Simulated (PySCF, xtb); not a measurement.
H₆N₂O₂Zr, SMILES [NH2][Zr]([NH2])([OH])[OH], multiplicity 1.

GFN2-xTB (xtb) at its own geometry gives an orbital gap of 3.08 eV and a dipole moment of 0.37 D.

Geometry optimised at PBE0-D3(BJ)/def2-SVP. The multiplicity is an assumed one; no other spin state was optimised. The structure was generated by enumeration; whether it is a known compound was not checked. The def2 effective core potentials stand for the cores of Zr; spin–orbit coupling is left out. One conformer was computed; it need not be the lowest.

What does B3LYP/def2-TZVP in PySCF give? (An estimate is asked for; the answer gives what the named calculation found.)

gap 6.08 eV (levels -6.40 and -0.33 eV), dipole 0.23 D.
